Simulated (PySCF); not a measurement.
BFGeH₄O, SMILES O[B](F)[GeH3].

Geometry: PBE0-D3(BJ)/def2-SVP. This is a generated structure with no PubChem entry under its InChIKey; it may be hypothetical. One conformer was computed; it need not be the lowest.

These are PBE0-D3(BJ)/def2-SVP (PySCF 2.14.0) values and carry that method's errors.

Frequencies are harmonic and unscaled.

```tsv
mode	ν (cm⁻¹)	IR (km/mol)	Raman (Å⁴/amu)	depolarisation	moving atoms (share of kinetic energy)
1	31	0.1	0.0	–	H 89 %
2	190	0.2	0.0	–	F 38 %, O 30 %, H 15 %, B 13 %
3	301	15.3	2.8	0.29	Ge 33 %, O 31 %, F 28 %
4	334	0.8	1.8	0.75	H 64 %, B 29 %
5	519	37.1	4.9	0.68	H 83 %
6	572	44.8	8.7	0.10	F 28 %, O 24 %, B 22 %, H 21 %
7	581	92.0	0.5	0.75	H 74 %, B 21 %
8	664	83.0	3.4	0.75	H 51 %, B 33 %, O 12 %
9	815	139.9	11.2	0.72	H 97 %
10	890	22.0	29.5	0.75	H 99 %
11	893	33.3	28.9	0.75	H 98 %
12	998	89.1	2.7	0.75	H 59 %, O 23 %, F 15 %
13	1274	212.6	8.6	0.21	B 64 %, F 15 %, H 15 %
14	1436	271.4	0.3	0.73	B 70 %, O 24 %
15	2149	119.6	114.4	0.75	H 98 %
16	2149	69.8	225.3	0.07	H 99 %
17	2166	108.7	133.7	0.33	H 99 %
18	3840	73.2	237.8	0.31	H 94 %
```
